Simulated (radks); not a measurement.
Species: Gd54+. Configuration: [Ne] (the NIST ground configuration).

Calculated with a radial shooting solver on a logarithmic mesh with Libxc functionals: Dirac Kohn-Sham, PBE, spin-unpolarised, spherical densities, finite nucleus; Fermi nuclear charge, rms radius 5.1569 fm.

Energy parts (eV):
| part | energy |
|---|---|
| total | -218964.47 |
| kinetic | 243501.98 |
| electron-nucleus | -477833.50 |
| Hartree | 18485.48 |
| exchange-correlation | -3118.42 |

Orbitals (lengths in bohr, moments of r in powers of bohr; <r^-3> diverges for s and p1/2):
orbital  occ.  eigenvalue (eV)  <r^-3>      <r^4>  <1/r>
1s1/2       2        -54286.93       -  1.135e-06  71.70
2s1/2       2        -12227.21       -  0.0001648  17.43
2p1/2       2        -11876.80       -  0.0001005  17.35
2p3/2       4        -11152.25   10320  0.0001301  15.36
3s1/2       0        -5082.972       -   0.004227  7.190
3p1/2       0        -4964.497       -   0.003547  7.124
3p3/2       0        -4767.296    2924   0.004179  6.581

The highest occupied level is 2p3/2 at -11152.3 eV. Summed over all electrons, <r^2> = 0.06805 bohr^2, which gives a Langevin (diamagnetic) susceptibility term of -0.0539 x 10^-6 cm^3/mol. For comparison, the ionisation energy in NIST's Atomic Spectra Database is 11273 eV (theoretical). In exact Kohn-Sham theory the highest level is minus the ionisation energy, but local and semilocal functionals leave it too shallow, through self-interaction and a potential that decays too fast; potentials with the right tail come closer. The electron density at the nucleus is 6.117e+05 e/bohr^3. The density falls to 0.001 e/bohr^3 at r = 0.37 bohr.
